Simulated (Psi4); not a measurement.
A dimer, C2H3N ··· CS2 (SMILES CC#N and S=C=S); the first 6 atoms form monomer A.

```
9

C     -0.4884     0.0050    -0.0116
C      0.9654    -0.0098     0.0229
N      2.1144    -0.0215     0.0502
H     -0.8530    -0.6867    -0.7713
H     -0.8901    -0.2937     0.9568
H     -0.8483     1.0067    -0.2471
S      3.9537    -1.2625     2.7345
C      2.4261    -1.3520     2.9977
S      0.8985    -1.4416     3.2611
```

Q: What interaction energy does SAPT0/jun-cc-pVDZ, frozen core in Psi4 give, and which attractive term is the largest?

A: Total -1.12 kcal/mol: electrostatics -1.99, exchange 5.00, induction -0.92, dispersion -3.21. The most attractive term is dispersion.
